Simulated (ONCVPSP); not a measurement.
## Pt (Z = 78), ONCV: configuration errors across variants

- Element: platinum
- Generator: ONCVPSP 4.0.1
- Type: optimised norm-conserving Vanderbilt (ONCV)
- Functional: LDA (Perdew-Wang 92)
- Relativity: scalar-relativistic
- Frozen core: [Kr] 4d10 4f14
- Valence charge: 18
- Reference configuration: 5s2 5p6 5d9 (charge +1)
- Partial waves: 5s: rc 1.40 bohr, ncon 4, nbas 8, qcut 7.1 1/bohr, 1 projector; 5p: rc 1.75 bohr, ncon 4, nbas 7, qcut 8 1/bohr, 2 projectors, debl 3.5 Ha; 5d: rc 1.95 bohr, ncon 4, nbas 8, qcut 7.8 1/bohr, 1 projector
- Local potential: polynomial inside 1.15 bohr (lpopt 5, dvloc0 6 Ha)
- Core correction: polynomial model core, fcfact 0.6

All-electron excitation energies from the reference (eV): (1) 5s2 5p6 5d9 6s1 -9.538; (2) 5s2 5p6 5d8 20.260; (3) 5s2 5p6 5d7 52.774; (4) 5s2 5p5 5d9 6s1 52.902.

2 further variants failed, have other tests or another functional or relativity, and are left out.

Errors AE − PS in meV (a dash: test not solved or not reliable):

| change | (1) | (2) | (3) | (4) | bound ghosts | GHOST(+) flags above zero |
| --- | --- | --- | --- | --- | --- | --- |
| base | +299 | -2.1 | -7.2 | +327 | none | none |
| p: rc 2.1 | +299 | -2.0 | -6.5 | +299 | none | none |
| d: qcut 7.7 | +299 | -2.1 | -7.2 | +327 | none | none |
| core correction Teter function, fcfact 4.25, rcfact 1.35 | +302 | -1.5 | -3.9 | +329 | none | none |
| local potential polynomial inside 1.15 bohr (lpopt 5, dvloc0 7 Ha) | +147 | -2.2 | -7.6 | +87 | none | none |
| d: qcut 9.6 | +299 | -1.8 | -7.0 | +337 | none | none |

Q: Give the same row for: p: rc 2.46.

A: +299, -2.1, -7.2, +324; bound ghosts: none; GHOST(+) flags above zero: none.
